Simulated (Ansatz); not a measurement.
Reaction (ligand exchange at a Ti–O bond): `[OH][Ti]([SH])([SH])[SH]` + H₂S → `[SH][Ti]([SH])([SH])[SH]` + H₂O

Calculated with Ansatz (gas phase, PBE0-D4/def2-TZVP geometries, no zero-point term in ΔE). CCSD(T)/CBS is the MP2 limit (def2-TZVPP, def2-QZVPP) plus CCSD(T) − MP2 in def2-TZVPP, frozen cores. This one scheme is used for every species. Functionals use def2-TZVPP. B3LYP here is the variant with VWN-RPA as its local correlation; programs differ in this. For Ti outer-core shells are correlated without core-valence functions, which leaves a few kJ/mol of doubt a bond. Scalar relativity is left out up to krypton. Each species was taken in one conformer, which may not be the lowest.

```tsv
level	ΔE (kcal/mol)
B3LYP	11.0
HF/def2-TZVPP	15.4
CCSD/def2-TZVPP	10.9
SCS-MP2/def2-QZVPP	5.7
```

Question: What does CCSD(T)/CBS give? (An estimate is asked.)

Answer: Ansatz gave: +7.0 kcal/mol. The listed levels differ from it by 4.0, 8.4, 3.9, -1.3 kcal/mol.

Largest T1 diagnostic among the species: 0.029, so the coupled-cluster value is less sure than usual.

In def2-TZVPP, CCSD(T) changes the Hartree–Fock value by −7.1 kcal/mol (the triples alone add −2.6 kcal/mol) and MP2 by −11.8 kcal/mol. The D4 term adds −1.8 kcal/mol with B3LYP and −1.0 kcal/mol with PBE0; it sums over pairs of atoms, weighted by their polarisabilities, and B3LYP, whose exchange is more repulsive, gets the larger term.
